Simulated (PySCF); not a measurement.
A GIAO shielding run with PySCF 2.14 (density fitting, non-relativistic, gas phase) on SMILES C([SiH-]OC(=C)C)C#N, [C5H8NOSi]-:

```
$ OMP_NUM_THREADS=1 python probes_run.py task.json out

{"job": {"kind": "nmr", "xc": "PBE0", "basis": "pcSseg-1"}, "charge": -1, "multiplicity": 1}
C     -0.930563    -2.156899     1.334695
C     -0.912108    -1.042064     0.591640
C     -2.180199    -0.427217     0.066565
O      0.207335    -0.437442     0.282843
Si     0.377823     0.849872    -0.851038
C      2.290964     1.170137    -0.517033
C      2.537389     1.752833     0.739429
N      2.665652     2.250285     1.774393
H     -1.854826    -2.645093     1.590762
H     -0.021341    -2.592714     1.710934
H     -3.047706    -1.041469     0.298065
H     -2.310869     0.565613     0.495496
H     -2.073729    -0.294977    -1.011551
H     -0.203776     1.987189    -0.060724
H      2.826273     0.224912    -0.611401
H      2.622084     1.845979    -1.309519
```

Hardware: 1 thread of an Arm Neoverse N1, shared host. The job also computes population analyses, field gradients.

Q: How large is the calculation?

A: 68 electrons, 183 basis functions and 965 auxiliary functions.

Q: How long does it take, and how much memory does it need?

A: 53 s of wall time, with 15 SCF cycles and 5 response iterations; peak memory 0.82 GiB. Times on a shared host scatter by some tens of per cent.
